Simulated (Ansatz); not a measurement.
AlTe, multiplicity 2 (lowest of 2S+1 = 2, 4 at CCSD(T)/def2-TZVPP on PBE0 minima; our sources give no spin for the ground state, which may be another), most abundant isotopes (26.9815 and 129.9062 u). Constants from fifth-degree fits in 1/R to seven points on the lowest solution found; no spin–orbit coupling, no relativity up to Kr; ω_e x_e and α_e move by some per cent with the fit.

Correlated levels freeze the inner cores; with def2 sets outer-core shells near the valence are correlated too. CBS: X⁻³ extrapolation of the correlation energy, Hartree–Fock from the larger set.

Codes used: Ansatz (Gaussian basis) for Hartree–Fock, density functionals and correlated methods.  In def2 rows elements past Kr take small-core potentials, without spin–orbit coupling.

```csv
level,r_e (Å),ω_e (cm⁻¹),ω_e x_e (cm⁻¹),α_e (cm⁻¹)
PBE/def2-TZVPP,2.3901,385.5,1.59,0.000655
"CCSD(T)/CBS(def2-TZVPP, def2-QZVPP)",2.3657,406.1,1.81,0.000659
```

Problem. Derive the rotational constants, the centrifugal constant, the fundamental, the zero-point energy and the force constant.

Solution. 
μ = 22.34126 u.
- PBE/def2-TZVPP: B_e = 16.8576/(μ r_e²) = 0.13208 cm⁻¹; B₀ = B_e − α_e/2 = 0.13176 cm⁻¹; D = 4B_e³/ω_e² = 6.20e-08 cm⁻¹; fundamental ω_e − 2ω_e x_e = 382 cm⁻¹; zero-point energy ω_e/2 − ω_e x_e/4 = 192 cm⁻¹; k = μ(2πcω_e)² = 196 N/m
- CCSD(T)/CBS(def2-TZVPP, def2-QZVPP): B_e = 16.8576/(μ r_e²) = 0.13483 cm⁻¹; B₀ = B_e − α_e/2 = 0.13450 cm⁻¹; D = 4B_e³/ω_e² = 5.94e-08 cm⁻¹; fundamental ω_e − 2ω_e x_e = 403 cm⁻¹; zero-point energy ω_e/2 − ω_e x_e/4 = 203 cm⁻¹; k = μ(2πcω_e)² = 217 N/m

Ansatz is an electronic-structure program.
